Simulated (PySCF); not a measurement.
PySCF job for WH3, SMILES [WH3] (connectivity only; charge and spin as stated), neutral, multiplicity 4, PBE0-D3(BJ)/def2-TZVPD. Coordinates come from a PBE0-D3(BJ)/def2-TZVPD optimisation. The multiplicity is an assumed one; other spin states were not compared. The def2 effective core potentials stand for the cores of W; spin–orbit coupling is left out.

```python
import numpy as np
from pyscf import gto, scf, dft, df
from pyscf.hessian import thermo

mol = gto.M(
    atom='''
    W    -0.00000000   -0.00000000   -0.01884311
    H     1.42106501    0.82045227    0.46479680
    H    -1.42106501    0.82045227    0.46479680
    H    -0.00000000   -1.64090453    0.46479680
    ''',
    basis='def2-TZVPD',
    ecp={'W': 'def2-tzvp'},
    charge=0,
    spin=3,
    max_memory=1600,
    verbose=3,
)
mf = dft.UKS(mol, xc='pbe0').density_fit(auxbasis='def2-universal-jkfit')
mf.disp = 'd3bj'
mf.grids.level = 3
mf.conv_tol = 1e-11
mf.max_cycle = 100
mf.kernel()
fine, coarse = mf.grids, dft.Grids(mol).set(level=1).build(with_non0tab=True)
for _ in range(3):  # follow internal instabilities
    mf.grids = coarse
    mo, _, stable, _ = mf.stability(return_status=True, nroots=4)
    mf.grids = fine
    if stable:
        break
    mf.kernel(mf.make_rdm1(mo, mf.mo_occ))

# [left out here: the lines that compute and print the analytic Hessian (its translational invariance restored by hand, since the grid's response is missing), thermochemistry and intensities]
```

Output:

```

WARN: HOMO -0.294999220966819 >= LUMO -0.30429570425965

converged SCF energy = -68.7501987867041  <S^2> = 3.780403  2S+1 = 4.0151727
<class 'pyscf.df.df_jk.DFUKS'> wavefunction is stable in the internal stability analysis

WARN: DFTD3 does not support analytical Hessian, using finite difference


WARN: Mole.unit (angstrom) is changed to Bohr

Mode                                 0                   1                   2
Irrep
Freq [cm^-1]                      408.9938            710.5754            710.6240
Reduced mass [au]                   1.0229              1.0139              1.0139
Force const [Dyne/A]                0.1008              0.3016              0.3017
Char temp [K]                     588.4511           1022.3599           1022.4298
Normal mode                   x     y     z       x     y     z       x     y     z
       0   W                 0.00 -0.00  0.01    0.01  0.00  0.00    0.00 -0.01 -0.00
       1   H                 0.15  0.09 -0.54   -0.08  0.31 -0.19   -0.39  0.60  0.08
       2   H                -0.15  0.09 -0.54   -0.17 -0.45  0.16    0.36  0.51  0.12
       3   H                -0.00 -0.18 -0.54   -0.77  0.01  0.02   -0.10 -0.10 -0.20
Mode                                 3                   4                   5
Irrep
Freq [cm^-1]                     1954.9822           1955.0251           1979.0316
Reduced mass [au]                   1.0161              1.0161              1.0096
Force const [Dyne/A]                2.2881              2.2882              2.3296
Char temp [K]                    2812.7841           2812.8459           2847.3858
Normal mode                   x     y     z       x     y     z       x     y     z
       0   W                -0.01 -0.00 -0.00   -0.00  0.01  0.00   -0.00 -0.00  0.00
       1   H                 0.60  0.33  0.21   -0.30 -0.20 -0.11   -0.47 -0.27 -0.18
       2   H                 0.58 -0.31 -0.20    0.34 -0.23 -0.13    0.47 -0.27 -0.18
       3   H                 0.03  0.03 -0.01    0.00 -0.77  0.24    0.00  0.55 -0.18
temperature 298.1500 [K]
pressure 101325.00 [Pa]
Rotational constants [GHz] 106.01500 106.01500 62.06815
Symmetry number 3
Zero-point energy (ZPE) 0.01759 [Eh]   46171.262 [J/mol]
                           tot       elec      trans        rot        vib
Entropy [J/mol/K]       252.965     11.526    173.978     61.091      6.370
Cv [J/mol/K]             37.956      0.000     12.472     12.472     13.012
Cp [J/mol/K]             46.270      0.000     20.786     12.472     13.012
Internal energy [J/mol]                      3718.434   3718.434  47535.760
Internal energy [Eh]   -68.72926  -68.75020
Enthalpy [J/mol]                             6197.391   3718.434  47535.760
Enthalpy [Eh]          -68.72832
Gibbs free energy [J/mol]                  -45674.005 -14495.741  45636.470
Gibbs free energy [Eh] -68.75704
mode   freq/cm-1   IR/(km/mol)
   1      408.99       135.631
   2      710.58        36.407
   3      710.62        36.411
   4     1954.98       227.098
   5     1955.03       227.089
   6     1979.03        20.995
max |gradient| / (hartree/bohr): 3.710113135521006e-05
APT charges: [ 0.8211 -0.2737 -0.2737 -0.2737]
```

The calculation finished and met its thresholds.

Cost: about 40 core-seconds (a rough figure).
